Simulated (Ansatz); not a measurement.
FH₈NSi₃ (`N[SiH](F)[SiH2][SiH3]`). The species carries charge 0 and has multiplicity 1. Geometry: relaxed with PBE0-D4/def2-TZVP. It is one conformer, not always the lowest.

```xyz
13

N     0.792    1.965    0.606
Si    0.624    0.476    1.409
F     1.848    0.116    2.391
Si    0.448   -1.209   -0.203
Si   -1.483   -0.854   -1.473
H     0.607    2.840    1.068
H     1.413    2.082   -0.178
H    -0.565    0.594    2.290
H     0.406   -2.550    0.441
H     1.640   -1.159   -1.100
H    -1.358    0.423   -2.225
H    -1.703   -1.959   -2.444
H    -2.670   -0.764   -0.580
```

**Question.** What is the dipole moment at ωB97M-V/def2-TZVPP? (Best estimate.)

**Answer.** Ansatz gave: 1.82 D, with components (-0.21, 1.51, -0.99) D in this frame, pointing from negative to positive charge.

**Question.** And with PBE, r2SCAN, B3LYP? (Estimate.)

**Answer.** Computed: PBE 1.85 D, r2SCAN 1.85 D, B3LYP 1.82 D.

**Question.** Give the Mulliken charges with ωB97M-V, PBE, r2SCAN in def2-TZVPP. (Estimate.)

**Answer.** Ansatz gave: 
```tsv
atom	ωB97M-V	PBE	r2SCAN
N1	-0.35	-0.37	-0.44
Si2	0.52	0.50	0.60
F3	-0.31	-0.28	-0.32
Si4	-0.03	0.03	0.07
Si5	0.05	0.11	0.18
H6	0.12	0.15	0.16
H7	0.12	0.16	0.16
H8	-0.06	-0.10	-0.10
H9	-0.01	-0.04	-0.06
H10	-0.02	-0.05	-0.07
H11	-0.02	-0.04	-0.06
H12	-0.02	-0.04	-0.06
H13	-0.02	-0.04	-0.06
```

B3LYP here is the variant with VWN-RPA as its local correlation; programs differ in this.
